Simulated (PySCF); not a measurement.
## Ionising BeGe

ROHF-CCSD(T); basis Be 6-31G(d,p), Ge 6-31G(d,p); no relativity; PySCF 2.14. Neutral (ROHF): triplet (π ↑↑), Re = 2.195 Å, ωe = 496 cm⁻¹, De = 1.02 eV.

BeGe⁺ (UHF): doublet (π ↑), Re = 2.392 Å, ωe = 384 cm⁻¹, De = 1.47 eV to Be + Ge⁺. The energies at the minima are -2089.89455 hartree for BeGe and -2089.62702 for BeGe⁺.

Q: Work out the adiabatic ionisation energy, without and with harmonic zero-point energies (1 hartree = 27.2114 eV, 1 eV = 8065.5 cm⁻¹), and the change of the bond length.

A: At CCSD(T): 0.26753 hartree = 7.280 eV between the minima; the zero-point term (384.0 − 496.0)/2 cm⁻¹ = -0.007 eV makes it 7.273 eV. Re changes by +19.7 pm against the neutral. The electron leaves a π orbital, and the longer bond of the ion fits a bonding orbital, or a change in how ionic the bond is.

Correlated steps freeze 9 core orbitals. UHF and ROHF references stand side by side, which adds small steps between rows. Correlated levels converge slowly with the basis: in double zeta they bind strong bonds too weakly, by up to about 1 eV, and carry superposition errors of some tenths. Spin–orbit coupling is left out. For an ion De counts to the pair picked by the measured ionisation energies or electron affinities, which need not be the lowest pair at this level. States were picked by a PBE0 search and need not be the measured ground states.

Neutral and ion stand on different kinds of reference determinant, which adds to the error of the difference.
